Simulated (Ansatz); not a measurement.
Z-matrix (Å, degrees):
```
C
F 1 1.397
B 1 1.583 2 111.5
H 1 1.096 2 107.7 3 -122.5
H 1 1.096 2 107.7 3 122.4
O 3 1.371 1 115.9 2 -179.9
N 3 1.399 1 119.2 2 0.1
H 6 0.959 3 114.7 1 -180.0
H 7 1.004 3 125.6 1 -180.0
H 7 1.005 3 120.0 1 -0.0
```

The species carries charge 0 and has multiplicity 1.

Task: List the r2SCAN/def2-TZVPP orbital energies in eV (Ansatz 0.2.0). (An estimate is asked.)

Result: Computed: Occupied: -665.50, -515.93, -385.07, -274.15, -180.58, -30.89, -26.80, -22.62, -17.71, -14.16, -13.29, -12.71, -11.78, -11.76, -10.62, -9.12, -9.11, -7.97, -7.37, -6.86. Lowest empty: 0.58, 1.11, 1.22, 2.06, 2.80, 3.08, 3.18, 4.03.
